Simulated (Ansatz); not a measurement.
Species: SiHF, charge 1, doublet. SiHF+ (parent SMILES [SiH]F, doublet).
B3LYP-D3(BJ)/def2-TZVP minimum from Ansatz (an electronic-structure program):
```xyz
3

Si    -0.2631    -0.3345     0.3603
H     -1.0759    -1.3298    -0.4510
F      0.5288     0.6681    -0.5104
```
Charge +1, spin multiplicity 2.

Hartree-Fock and MP2 correlation energies in hartree (Ansatz). Radicals and triplets start from unrestricted determinants; spin-orbit coupling is neglected. Correlated methods leave the cores frozen. No relativity. The spin of HFSi+ (parent SMILES F[SiH], doublet) was assumed, and the state is the lowest solution found for it.

```
basis        X       E(HF)  E(corr, MP2)
-----------  -  ----------  ------------
cc-pV(T+d)Z  3  -388.70066      -0.32359
cc-pV(Q+d)Z  4  -388.71405      -0.35205
cc-pV(5+d)Z  5  -388.71706      withheld
```

### Question
Fit E(corr) = E∞ + A/X³ to X = 3 and 4, predict X = 5, and compare with the run.

### Answer
A = (-0.32359 - (-0.35205))/(1/27 - 1/64) = 1.3292; E∞ = -0.35205 - A/64 = -0.37282; at X = 5, E∞ + A/125 = -0.36218. The run gave -0.36432, 2.14 mEh below the prediction. The same form on X = 4 and 5 gives E∞ = -0.37719, 4.38 mEh below the first estimate.
